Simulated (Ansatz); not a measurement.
`C[SiH](C)[SiH3]` → `C[SiH3]` + `C[SiH]` at 600 K and 1 bar (silylene formation by 1,1-elimination).

Calculated with Ansatz (gas phase, PBE0-D4/def2-TZVP geometries, no zero-point term in ΔE). CBS: MP2 limit from def2 TZ/QZ plus the TZ coupled-cluster correction, frozen cores. This one scheme is used for every species.

```csv
species,CCSD(T)/CBS energy (Eh),H − E (kJ/mol),S (J/(mol·K))
`C[SiH](C)[SiH3]`,-660.29548,356.3,481.3
`C[SiH3]`,-330.73916,199.7,315.0
`C[SiH]`,-329.46712,143.5,309.3
```

H − E and S are ideal-gas, rigid-rotor, harmonic terms from PBE0-D4/def2-TZVP. 1 Eh = 2625.50 kJ/mol, R = 8.31446 J/(mol·K).

Q: By hand: ΔE, ΔH, ΔS and ΔG.

A: ΔE = (-330.73916) + (-329.46712) − (-660.29548) = 0.08920 Eh = 234.2 kJ/mol. Δ(H − E) = 199.7 + 143.5 − 356.3 = -13.1, so ΔH = 221.1 kJ/mol. ΔS = 315.0 + 309.3 − 481.3 = 143.0 J/(mol·K). ΔG = 221.1 − 600 × (143.0)/1000 = 135.3 kJ/mol.

Q: By hand: the equilibrium constant, and the temperature at which ΔG would vanish if ΔH and ΔS stayed fixed.

A: log₁₀ K = −ΔG/(RT ln 10) = -11.8. ΔG = 0 at ΔH/ΔS = 1546 K.

The number of gas molecules changes by +1, which sets the sign of ΔS. A doubt of 5 kJ/mol in ΔE shifts log₁₀ K by 0.4 here. These are equilibria of isolated gas molecules and say nothing of rates. Largest T1 diagnostic: 0.012 (customary marks: 0.02 for closed shells, 0.045 for open ones).
